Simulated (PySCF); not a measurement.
# Bonding in `CCCCC(=O)Cl`

Compound: C5H9ClO.
Numbering: `[CH3:1][CH2:2][CH2:3][CH2:4][C:5](=[O:6])[Cl:7]` (hydrogens: H8, H9, H10 on C1; H11, H12 on C2; H13, H14 on C3; H15, H16 on C4)

Structure used (PBE0-D3(BJ)/def2-TZVP), in Å, numbered top down from 1:
```xyz
16
C5H9ClO angstrom
C     -2.4310   -0.0454    0.0905
C     -1.0413    0.1994    0.6510
C      0.0564   -0.1274   -0.3481
C      1.4388    0.1365    0.2162
C      2.5402   -0.1715   -0.7472
O      2.4476   -0.5924   -1.8448
Cl     4.1572    0.1759   -0.0448
H     -3.2051    0.2001    0.8204
H     -2.5612   -1.0929   -0.1943
H     -2.6081    0.5626   -0.8006
H     -0.8983   -0.4006    1.5570
H     -0.9484    1.2460    0.9631
H     -0.0165   -1.1758   -0.6529
H     -0.0820    0.4611   -1.2602
H      1.6292   -0.4529    1.1199
H      1.5615    1.1802    0.5249
```

Bond orders from the PBE0/pcSseg-2 density (PySCF). Isolated species at its PBE0-D3(BJ)/def2-TZVP geometry (one conformer only).

**Question.** How far do the computed orders between heavy atoms stray from the drawn ones?

**Answer.** The largest departure is 0.080, at C5–O6 (drawn double, 2.080).

**Question.** Set the Mayer orders of the bonds beside their lengths.

**Answer.** 
| bond | drawn as | length (Å) | Mayer order |
| --- | --- | --- | --- |
| C1–C2 | single | 1.518 | 0.977 |
| C2–C3 | single | 1.520 | 0.947 |
| C3–C4 | single | 1.516 | 0.945 |
| C4–C5 | single | 1.495 | 0.956 |
| C5–O6 | double | 1.179 | 2.080 |
| C5–Cl7 | single | 1.797 | 0.976 |
| C1–H8 | single | 1.092 | 0.999 |
| C1–H9 | single | 1.093 | 1.002 |
| C1–H10 | single | 1.093 | 1.002 |
| C2–H11 | single | 1.096 | 1.004 |
| C2–H12 | single | 1.096 | 1.005 |
| C3–H13 | single | 1.094 | 1.008 |
| C3–H14 | single | 1.094 | 1.010 |
| C4–H15 | single | 1.096 | 0.978 |
| C4–H16 | single | 1.095 | 0.980 |

By pair of heavy elements: C–C: lowest C3–C4 and C2–C3 (0.945, 1.516 Å), highest C1–C2 (0.977, 1.518 Å); in 1 of the 6 pairs the longer bond (by over 0.003 Å) has the higher order (by 0.02 or more). Bonds named together lie within 0.004.

**Question.** Sum the orders of all bonds at each heavy atom with more than one neighbour and set the sums beside the valence in the SMILES.

**Answer.** C1 3.980 (drawn 4), C2 3.933 (drawn 4), C3 3.910 (drawn 4), C4 3.859 (drawn 4), C5 4.012 (drawn 4). Orders between atoms that aren't bonded are not in these sums.

The Mayer order sums products of elements of PS (density times overlap matrix) between the two atoms' basis functions, so it depends on the basis set.

The run behind these numbers computed NMR shieldings as well. On 2 threads of an Intel Xeon at 2.50 GHz, on a shared host, this took 2.4 min wall, 4.7 min CPU and 2.3 GiB of memory at its peak.
